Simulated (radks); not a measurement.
Results of a calculation; reference values are marked as such.
The mean radii <r> (bohr) of the occupied orbitals of an atom or ion are listed with their occupations. Code: a radial shooting solver on a logarithmic mesh with Libxc functionals. Model: Dirac Kohn-Sham, PBE, spin-unpolarised, spherical densities, point nucleus.

orbital      occ.      <r>
1s1/2           2  0.01657
2s1/2           2  0.06835
2p1/2           2  0.05613
2p3/2           4  0.06448
3s1/2           2   0.1656
3p1/2    0.333333   0.1550
3p3/2    0.666667   0.1673

Name the element and its charge. Open shells, if any, are shared by 2j + 1.

Answer. Z = 80, mercury, charge +67: Hg67+ in [Ne] 3s2 3p1. The 1s radius gives Z: for a bare nucleus <r> = (2 gamma + 1)/(2Z) with gamma = sqrt(1 - (Z/c)^2), 0.0164 bohr for Z = 80, and screening makes it slightly larger (0.01657 here). The occupations add up to 13, and the charge is Z minus that.
